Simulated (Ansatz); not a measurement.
Geometry optimisation, RKS PBE0/STO-3G (Ansatz 0.2.0).

input.yaml

```yaml
crystal:
  periodic: [false, false, false]
  atoms:
    - { symbol: F, position_ang: [-2.4067, 0.5778, 0.161] }
    - { symbol: Si, position_ang: [-1.0565, 1.3362, -0.1265] }
    - { symbol: Si, position_ang: [0.4655, 1.1845, 1.4385] }
    - { symbol: "N", position_ang: [1.4291, 0.4798, 0.1494] }
    - { symbol: C, position_ang: [0.2716, 0.0483, -0.8217] }
    - { symbol: Si, position_ang: [-0.316, -1.8393, -0.744] }
    - { symbol: H, position_ang: [-1.1445, 2.571, -0.9593] }
    - { symbol: H, position_ang: [1.2753, 2.408, 1.8877] }
    - { symbol: H, position_ang: [0.3533, 0.1478, 2.5294] }
    - { symbol: H, position_ang: [1.9819, -0.2699, 0.4961] }
    - { symbol: H, position_ang: [0.5062, 0.2797, -1.8273] }
    - { symbol: H, position_ang: [-0.6989, -2.1991, 0.6602] }
    - { symbol: H, position_ang: [0.7862, -2.6873, -1.1389] }
    - { symbol: H, position_ang: [-1.4595, -2.0667, -1.6757] }
basis:
  gaussian: { orbitals: STO-3G }
hamiltonian:
  xc: pbe0
relax:
  f_tol: 0.02
  max_steps: 50
```

Launched with:

```bash
$ ansatz run input.yaml --threads 1 --pin off --max-ram 2048MiB --backend cpu --events-out ev --progress --plain --runs-dir out
```

**Question.** Where does it end, and by what steps?

**Answer.** The forces met the threshold. Limits of this set-up: minimal basis. After 8 steps the energy has fallen by 0.956 eV; H9 moved furthest, 0.30 Å.

| step | energy less start (eV) | largest force component (eV/Å) | accepted |
| --- | --- | --- | --- |
| 0 | 0.0000 | 3.086 | yes |
| 1 | -0.8724 | 1.522 | yes |
| 2 | -0.9383 | 0.691 | yes |
| 3 | -0.9495 | 0.124 | yes |
| 4 | -0.9512 | 0.120 | yes |
| 5 | -0.9538 | 0.087 | yes |
| 6 | -0.9550 | 0.028 | yes |
| 7 | -0.9554 | 0.034 | yes |
| 8 | -0.9556 | 0.013 | yes |

```xyz
14
Properties=species:S:1:pos:R:3
F -2.514 0.614 0.187
Si -1.024 1.250 -0.094
Si 0.556 1.219 1.491
N 1.368 0.392 0.133
C 0.240 0.017 -0.812
Si -0.298 -1.794 -0.774
H -1.192 2.454 -0.889
H 1.280 2.398 1.921
H 0.332 0.410 2.677
H 2.016 -0.405 0.323
H 0.531 0.253 -1.852
H -0.789 -2.146 0.537
H 0.824 -2.652 -1.077
H -1.342 -2.039 -1.742
```

Whether the end is a true minimum wasn't checked by a vibrational analysis.

The run took 51 s on 1 thread of Intel(R) Xeon(R) Platinum 8259CL CPU @ 2.50GHz (Skylake/Cascade Lake), on a shared host, peak memory 0.17 GiB.
